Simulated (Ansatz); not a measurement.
Coupled-cluster diagnostics for WN(NH2)3 (WN₄H₆), Ansatz.

Geometry of the singlet (PBE0-D4/def2-SVP):

```xyz
11

W    -0.036   -0.088    0.293
N    -0.235   -0.559    1.874
N     1.680   -0.882   -0.219
H     2.271   -1.445    0.383
H     2.107   -0.784   -1.137
N    -0.032    1.869    0.391
H     0.071    2.483   -0.412
H    -0.130    2.416    1.239
N    -1.592   -0.854   -0.620
H    -2.320   -1.406   -0.179
H    -1.783   -0.751   -1.613
```

In the def2 sets W takes a core potential; there is no spin–orbit coupling. Correlated methods freeze 4 core orbitals; core or outer-core shells of W are correlated, in sets that lack core-valence functions.

Question: Estimate the CCSD(T) correlation energy, the shares of MP2 and (T), T1 and the reference's ⟨S²⟩ for: charge 0, singlet, own geometry in def2-TZVP; and the rough time on 4 threads of Arm Neoverse V2 on a shared host.

Answer: 
```tsv
state	basis	correlation (eV)	MP2 share (%)	(T) share (%)	T1	⟨S²⟩ (pure)	wall time	remarks
charge 0, singlet, own geometry	def2-TZVP	-36.002	98.7	5.0	0.018	0.00 (0.00)	2.2 min	test for broken spin undecided
```
Customary marks for T1 are 0.02 (closed shells), 0.045 (open shells) and about 0.05 (3d metals). T1 stays under 0.02 throughout.
